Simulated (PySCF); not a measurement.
## [Tm(H2O)3]3+: from a saddle point downhill

PySCF 2.14.0, RKS PBE0, Tm lcecp-1-SVP with ECP58, O def2-SVP, H def2-SVP; non-relativistic Hamiltonian with scalar-relativistic core potentials where named; density fitting; no spin-orbit coupling. Relaxed within the symmetry of its start, the geometry (D3h) is

```xyz
10

Tm    0.0000    0.0000    0.0000
O     2.2202    0.0000    0.0000
H     2.8383    0.0000    0.7721
H     2.8383    0.0000   -0.7721
O    -1.1101    1.9228    0.0000
H    -1.4192    2.4581    0.7721
H    -1.4192    2.4581   -0.7721
O    -1.1101   -1.9228    0.0000
H    -1.4192   -2.4581    0.7721
H    -1.4192   -2.4581   -0.7721
```

and its lowest harmonic modes are -204, -178, -178, -48, 56, 56 cm⁻¹ (negative: unstable). It was moved along the lowest mode and relaxed again, within the group D3 that the move left.

Q: Where does it end, and how much lower?

A: In D3, 0.129 eV lower, after 20 steps:
```xyz
10

Tm    0.0000    0.0000    0.0000
O     2.2090    0.0000    0.0000
H     2.8262    0.7308    0.2533
H     2.8262   -0.7307   -0.2533
O    -1.1045    1.9130    0.0000
H    -2.0459    2.0822    0.2533
H    -0.7802    2.8129   -0.2533
O    -1.1045   -1.9130    0.0000
H    -0.7802   -2.8129    0.2533
H    -2.0459   -2.0822   -0.2533
```

Q: How do the contacts change?

A: 
```
     contact  saddle (Å)  end (Å)
Tm1–O2 (H2O)       2.220    2.209
Tm1–O5 (H2O)       2.220    2.209
Tm1–O8 (H2O)       2.220    2.209
```


Q: Is the end a minimum?

A: Yes, as far as the noise of the softest modes lets one tell (those above −25 cm⁻¹ count as noise); lowest modes -20, 71, 71, 105, 105, 112 cm⁻¹.

An lcecp potential fixes the number of 4f electrons, so in runs with it no electron can move into or out of that shell.

State: singlet in the valence, with the 4f electrons in the core potential.
